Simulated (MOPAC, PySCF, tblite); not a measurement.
Energy landscape of CCl2, singlet: symmetric bend, bond length relaxed. Scanned: Cl-C-Cl angle. Other coordinates (C-Cl bond length) were minimised at B3LYP/def2-TZVP. Each profile is relative to its own lowest point.

| a / ° | A | B | C |
|---|---|---|---|
| 180 | 70.4 | — | — |
| 170 | 66.4 | 47.0 | 50.3 |
| 160 | 55.5 | 33.7 | 39.6 |
| 150 | 40.5 | 21.5 | 26.7 |
| 140 | 25.2 | 12.3 | 15.6 |
| 130 | 12.5 | 5.4 | 6.6 |
| 120 | 3.7 | 1.1 | 1.0 |
| 110 | 0.0 | 0.0 | 0.0 |
| 100 | 3.2 | 3.2 | 5.3 |
| 90 | 15.9 | 12.2 | 19.2 |

Energies in kcal/mol.

Which curve belongs to which method? The methods are GFN2-xTB, 300 K electronic temperature (tblite); PM7, restricted, heats of formation (MOPAC 23.2.5); wB97X-V/cc-pVTZ run with PySCF.

A is wB97X-V; B is PM7; C is GFN2-xTB.

A dash means that the run gave no value there, or that the column was ended at a point which the program doubted or which failed a test of continuity chosen for this set; such a test can also cut sound points.

The scan ran from 180.0 to 80.0; beyond the range shown the relaxed coordinates jump or full CI changes its symmetry label.
